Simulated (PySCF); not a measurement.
Precursor series Mo Cl-NH2. Gas-phase values, no solvent. One relaxed conformer stands for each flexible species; it need not be the lowest.

Quantity: redistribution energy (mixed species minus the weighted end members), in kcal/mol.

Level 1: B3LYP-D3(BJ)/def2-TZVP // TPSS-D3(BJ)/def2-SVP (PySCF)
Level 2: PBE-D3(BJ)/def2-TZVP // TPSS-D3(BJ)/def2-SVP (PySCF)
Level 3: frozen-core MP2/6-31G* (LANL2DZ on Mo) // TPSS-D3(BJ)/def2-SVP (PySCF)
Level 4: HF/6-31G* (LANL2DZ on Mo) // TPSS-D3(BJ)/def2-SVP (PySCF)

```tsv
species	level 1	level 2	level 3	level 4
3 of 6 Cl replaced by NH2: [Mo(Cl)3(NH2)3]	-22.1	-20.1	-44.2	-42.3
1 of 6 Cl replaced by NH2: [Mo(Cl)5(NH2)]	-8.47	-7.19	-16.5	-21.3
2 of 6 Cl replaced by NH2: [Mo(Cl)4(NH2)2]	-12.6	-10.5	-28.1	-31.9
4 of 6 Cl replaced by NH2: [Mo(Cl)2(NH2)4]	-16.9	-15.1	-35.5	-35.2
```
